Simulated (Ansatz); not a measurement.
Ansatz (an electronic-structure program) input:

Ansatz 0.2 input:
```yaml
crystal:
  periodic: [false, false, false]
  atoms:
    - {symbol: C, position_ang: [-1.10769220, -0.04627507, 0.41129850]}
    - {symbol: C, position_ang: [0.04141125, 0.24035843, -0.54011552]}
    - {symbol: C, position_ang: [1.45945721, -0.21398053, 0.02644284]}
    - {symbol: O, position_ang: [1.47608528, -0.69099606, 1.16786599]}
    - {symbol: O, position_ang: [2.40229140, -0.03100827, -0.75778146]}
    - {symbol: H, position_ang: [-0.93834565, 0.46248567, 1.35838455]}
    - {symbol: H, position_ang: [-1.16041900, -1.11375536, 0.61731202]}
    - {symbol: H, position_ang: [-2.06786106, 0.28187586, -0.00022962]}
    - {symbol: H, position_ang: [-0.10934356, -0.27506226, -1.49370368]}
    - {symbol: H, position_ang: [0.10654799, 1.31254795, -0.75148719]}
basis:
  gaussian:
    orbitals: def2-TZVP
hamiltonian:
  xc: b3lyp
  dispersion: d3bj
total_charge: -1
relax: {f_tol: 0.002, max_steps: 150}
```

Task: Predict the final energy.

Result: -267.96194 Eh (B3LYP-D3(BJ)/def2-TZVP). The basis has 185 functions. The run takes very roughly 2.7 core-minutes.

It need not be the lowest isomer of its formula. Whether it binds its extra electron was not tested at this geometry.
